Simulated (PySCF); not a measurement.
An excited-state job on `CCC1=C[Se]CC1`.

Method: TDDFT wB97X-D/def2-SVPD, vertical, gas phase, core orbitals frozen in the response (PySCF 2.14.0, density-fitted response routines). Geometry: GFN2-xTB. The input is one job of a driver script: a line of settings, then coordinates in Å.

Command:
```bash
OMP_NUM_THREADS=1 python probes_run.py task.json out
```

Input:
```
{"job": {"kind": "uv", "xc": "wB97X-D", "basis": "def2-SVPD", "nstates": 8, "ntriplets": 3}, "charge": 0, "multiplicity": 1}
C     -2.207641    -0.217885     0.277298
C     -1.270481     0.318047    -0.807214
C      0.138308     0.427295    -0.309702
C      0.709137     1.564902     0.068150
Se     2.495757     1.417228     0.683003
C      2.213156    -0.542587     0.636012
C      0.998862    -0.808043    -0.249235
H     -2.171147     0.423135     1.154923
H     -3.230551    -0.244800    -0.090581
H     -1.923404    -1.224521     0.574627
H     -1.297941    -0.351419    -1.670679
H     -1.619684     1.301881    -1.125875
H      0.254604     2.540332     0.045608
H      2.035628    -0.856095     1.666556
H      3.120624    -1.021410     0.270967
H      0.433101    -1.659232     0.134575
H      1.314676    -1.054795    -1.268343
```

Output:
```
coarse grid: 63136 points
cycle   1  E = -2635.7043444387  dE =  1.303e-01  |g| = 2.656e-01  |ddm| = 7.067e+00
cycle   2  E = -2635.7236365984  dE = -1.929e-02  |g| = 1.298e-01  |ddm| = 1.105e+00
cycle   3  E = -2635.7274428393  dE = -3.806e-03  |g| = 4.213e-02  |ddm| = 3.323e-01
cycle   4  E = -2635.7279434790  dE = -5.006e-04  |g| = 1.406e-02  |ddm| = 1.170e-01
cycle   5  E = -2635.7279988364  dE = -5.536e-05  |g| = 4.188e-03  |ddm| = 4.609e-02
cycle   6  E = -2635.7280044580  dE = -5.622e-06  |g| = 1.541e-03  |ddm| = 1.226e-02
final grid: 134048 points
cycle   7  E = -2635.7272603522  dE = -1.985e-06  |g| = 1.625e-03  |ddm| = 1.977e-02
cycle   8  E = -2635.7272601815  dE =  1.707e-07  |g| = 1.955e-03  |ddm| = 7.361e-03
cycle   9  E = -2635.7272611070  dE = -9.255e-07  |g| = 1.125e-04  |ddm| = 3.848e-03
cycle  10  E = -2635.7272611179  dE = -1.088e-08  |g| = 6.919e-05  |ddm| = 7.047e-04
cycle  11  E = -2635.7272611207  dE = -2.824e-09  |g| = 1.988e-05  |ddm| = 3.732e-04
cycle  12  E = -2635.7272611210  dE = -2.692e-10  |g| = 7.088e-06  |ddm| = 9.466e-05
converged SCF energy = -2635.7272611210

Static polarisability (au): isotropic 97.124, principal 77.154 92.240 121.979

Singlet excitations
state   eV       nm        f      main configurations
  1   4.0814    303.8   0.00127   H->L 0.85, H->L+5 0.10
  2   5.2564    235.9   0.14883   H->L+1 0.74, H->L+2 0.13
  3   5.5388    223.8   0.06428   H->L+3 0.58, H->L+2 0.30
  4   5.6969    217.6   0.01037   H->L+2 0.45, H->L+3 0.21, H->L+1 0.16
  5   6.2218    199.3   0.05032   H->L+4 0.90
  6   6.3415    195.5   0.00218   H->L+5 0.82, H->L 0.11
  7   6.9142    179.3   0.02321   H->L+6 0.62
  8   7.0993    174.6   0.00150   H->L+9 0.60, H-1->L 0.09

Triplet excitations (Tamm-Dancoff, eV): 3.6578 3.8610 5.2435
```

The SCF starts on a coarse grid where the log names one; the energy can jump when the final grid takes over, and dE then counts from the start density on the new grid. H and L stand for HOMO and LUMO; the number after each pair is its weight.

Give the mean polarisability as a volume in Å³, and the ratio of the largest to the smallest principal value.

97.124 au × 0.148185 = 14.39 Å³; 121.979/77.154 = 1.58.

Give S1 in cm⁻¹ and kJ/mol.

4.0814 eV × 8065.54 = 32919 cm⁻¹; × 96.485 = 393.8 kJ/mol.

Main results: HOMO -7.30 eV, LUMO 1.53 eV; lowest singlet 4.08 eV; lowest triplet 3.66 eV (Tamm–Dancoff); mean polarisability 97.1 au.

 The wB97X-D/def2-SVPD calculation is non-relativistic and has no spin–orbit coupling, an omission that weighs most on selenium.

On Arm Neoverse V1, one thread (shared host), this took 65 s wall (grids of density and orbitals included) and 1.0 GiB of memory at its peak.

One conformer stands for the species.
Labels such as C1 count atoms from 1, the log's own numbers from 0.

Note: wB97X-D ran without an empirical dispersion term, which enters the total energy and its gradient alone.
